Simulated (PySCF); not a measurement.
# Orbital picture of HgTe⁺

M06-L at R = 3.125 Å; basis Hg def2-SVP with ECP60, Te def2-SVP with ECP28; scalar-relativistic core potentials; PySCF 2.14. State: ⁴Σ⁻ (quartet), unpaired electrons σ ↑, π ↑↑. Only the outer orbitals are listed, counted within each symmetry, core potentials removing the inner ones.

| spin | orbital | occ. | ε (eV) | on Hg (%) | main shells (%) |
| --- | --- | --- | --- | --- | --- |
| α | 8σ | 1 | -13.49 | 40 | 59 Te p, 35 Hg s |
| α | 5π | 1 | -12.97 | 1 | 99 Te p |
| α | 5π | 1 | -12.97 | 1 | 99 Te p |
| α | 9σ | 1 | -11.06 | 66 | 64 Hg s, 34 Te p |
| α | 6π | 0 | -4.77 | 96 | 96 Hg p |
| α | 6π | 0 | -4.77 | 96 | 96 Hg p |
| α | 10σ | 0 | -4.02 | 94 | 95 Hg p |
| β | 8σ | 1 | -12.70 | 61 | 57 Hg s, 38 Te p |
| β | 5π | 0 | -11.00 | 1 | 99 Te p |
| β | 5π | 0 | -11.00 | 1 | 99 Te p |
| β | 9σ | 0 | -9.98 | 46 | 54 Te p, 42 Hg s |

Q: Which are the highest filled and the lowest empty level, where do they sit, and how wide is the gap?

A: Highest filled α 9σ at -11.06 eV (in %: 64 Hg s, 34 Te p); lowest empty β 5π at -11.00 eV (in %: 99 Te p); the gap at M06-L is 0.06 eV.

```
bond order (Mayer)                                                                                                 : 0.58
⟨S²⟩                                                                                                               : 3.754
charge on Hg (Mulliken, basis-dependent)                                                                           : 0.38
charge on Hg (Löwdin, basis-dependent)                                                                             : 0.29
dipole moment (positive dipole points towards Te; it is taken about the centre of mass and depends on that origin) : 3.01 D
```

Spin–orbit coupling is left out. The state was picked by a PBE0 search and need not be the measured ground state.
